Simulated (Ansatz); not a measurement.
FGe2H5, SMILES `[F][GeH2][GeH3]` at its PBE0-D4/def2-TZVP geometry, where that method's forces vanish. Total charge 0; spin multiplicity 1.

```tsv
atom	x (Å)	y (Å)	z (Å)
F1	0.8306	1.6262	-1.4616
Ge2	0.8905	0.7815	0.0697
Ge3	-0.9027	-0.8495	0.0271
H4	2.2980	0.1635	0.1424
H5	0.7229	1.8695	1.1450
H6	-2.2511	-0.1341	-0.1277
H7	-0.8954	-1.6369	1.3472
H8	-0.6927	-1.8202	-1.1422
```

**Question.** For each bond, give half the difference of the two atoms' forces along it (eV/Å; positive pushes the atoms apart) under PBE-D4, r2SCAN-D4, B3LYP-D4, ωB97M-V in def2-TZVPP. (Best estimate.)

**Answer.** Computed: 
```
   bond  length (Å)  PBE-D4  r2SCAN-D4  B3LYP-D4  ωB97M-V
 F1–Ge2       1.750    0.54       0.05      0.31     0.15
Ge2–Ge3       2.424   -0.11      -0.03      0.08     0.00
 Ge2–H4       1.539    0.05      -0.03     -0.06    -0.10
 Ge2–H5       1.539    0.05      -0.03     -0.06    -0.10
 Ge3–H6       1.534    0.08      -0.03     -0.02    -0.07
 Ge3–H7       1.537    0.08      -0.03     -0.01    -0.06
 Ge3–H8       1.534    0.08      -0.03     -0.02    -0.07
```

B3LYP here is the variant with VWN-RPA as its local correlation; programs differ in this.
